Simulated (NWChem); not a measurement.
System: SiHOBrF2; SMILES [Si](O)(F)(Br)F

Input file for NWChem:

```
start job
memory heap 200 mb stack 900 mb global 1100 mb
geometry units angstroms noautosym nocenter noautoz
  O      1.613411    -1.206087    -0.010585
  Si     0.045064    -0.778997    -0.000446
  F     -0.712593    -1.378273     1.280308
  F     -0.729296    -1.377214    -1.271643
  Br    -0.092143     1.388908     0.000801
  H      1.836202    -2.142841    -0.007134
end
basis spherical
  * library def2-svp
end
dft
  xc hfexch
  iterations 150
end
property
  efieldgrad
end
task dft property
```

Parts of the log:

```
             Northwest Computational Chemistry Package (NWChem) 7.3.0
             --------------------------------------------------------

                             Geometry "geometry" -> ""
                             -------------------------

 Output coordinates in angstroms (scale by  1.889725989 to convert to a.u.)

  No.       Tag          Charge          X              Y              Z
 ---- ---------------- ---------- -------------- -------------- --------------
    1 O                    8.0000     1.61341100    -1.20608700    -0.01058500
    2 Si                  14.0000     0.04506400    -0.77899700    -0.00044600
    3 F                    9.0000    -0.71259300    -1.37827300     1.28030800
    4 F                    9.0000    -0.72929600    -1.37721400    -1.27164300
    5 Br                  35.0000    -0.09214300     1.38890800     0.00080100
    6 H                    1.0000     1.83620200    -2.14284100    -0.00713400

 Effective nuclear repulsion energy (a.u.)     454.7250721776

  xc_inp: hfexch multiplicative factor not found.
                              NWChem Property Module
                              ----------------------

  itol2e modified to match energy
  convergence criterion.

                                 NWChem DFT Module
                                 -----------------

 Summary of "ao basis" -> "ao basis" (spherical)
 ------------------------------------------------------------------------------
       Tag                 Description            Shells   Functions and Types
 ---------------- ------------------------------  ------  ---------------------
 O                          def2-svp                 6       14   3s2p1d
 Si                         def2-svp                 8       18   4s3p1d
 F                          def2-svp                 6       14   3s2p1d
 Br                         def2-svp                12       32   5s4p3d
 H                          def2-svp                 3        5   2s1p

  itol2e modified to match energy
  convergence criterion.

[...]

          -----------------------
          Electric field gradient
          -----------------------

 1 a.u. = 0.324123 10**(16) esu/cm**3  ( or statvolts/cm**2 ) = 0.97174 10**(22) v/m**2

 ------------------------------------------------------------
   Atom      X         Y         Z
 ------------------------------------------------------------
    1 O    3.04890  -2.27917  -0.02000
 ------------------------------------------------------------

 Electric field gradient in molecular frame (a.u.)
         XX             YY             ZZ             XY             XZ             YZ
 ------------------------------------------------------------------------------------------
       -0.139354      -1.030854       1.170208       0.806324       0.005773       0.005746

 Principal components (a.u.) and orientation
 of principal axis w.r.t. absolute frame                      Asymmetry parameter eta
 --------------------------------------------------------------------------------------
       -1.506437       1.170284       0.336153                       0.553711

       -0.508027       0.007767       0.861306
        0.861341       0.005456       0.507999
       -0.000753       0.999955      -0.009462

 ------------------------------------------------------------
   Atom      X         Y         Z
 ------------------------------------------------------------
    2 Si   0.08516  -1.47209  -0.00084
 ------------------------------------------------------------

 Electric field gradient in molecular frame (a.u.)
         XX             YY             ZZ             XY             XZ             YZ
 ------------------------------------------------------------------------------------------
        0.163936      -0.018215      -0.145721      -0.125903      -0.001257       0.000858

 Principal components (a.u.) and orientation
 of principal axis w.r.t. absolute frame                      Asymmetry parameter eta
 --------------------------------------------------------------------------------------
        0.228258      -0.145728      -0.082530                       0.276874

        0.890527       0.002209       0.454926
       -0.454913      -0.004551       0.890524
       -0.004038       0.999987       0.003048

 ------------------------------------------------------------
   Atom      X         Y         Z
 ------------------------------------------------------------
    3 F   -1.34661  -2.60456   2.41943
 ------------------------------------------------------------

 Electric field gradient in molecular frame (a.u.)
         XX             YY             ZZ             XY             XZ             YZ
 ------------------------------------------------------------------------------------------
        0.242959       0.329244      -0.572203      -0.333252       0.730536       0.591744

 Principal components (a.u.) and orientation
 of principal axis w.r.t. absolute frame                      Asymmetry parameter eta
 --------------------------------------------------------------------------------------
       -1.286532       0.674079       0.612453                       0.047901

       -0.464709       0.811673      -0.353881
       -0.387438       0.172977       0.905522
        0.796202       0.557911       0.234089

 ------------------------------------------------------------
   Atom      X         Y         Z
 ------------------------------------------------------------
    4 F   -1.37817  -2.60256  -2.40306
 ------------------------------------------------------------

[...]
```

Level: Hartree-Fock/def2-SVP. All runs use the structure optimised with PBE0/def2-SVP. NWChem prints the field gradient with the sign opposite to the second derivative of the potential.
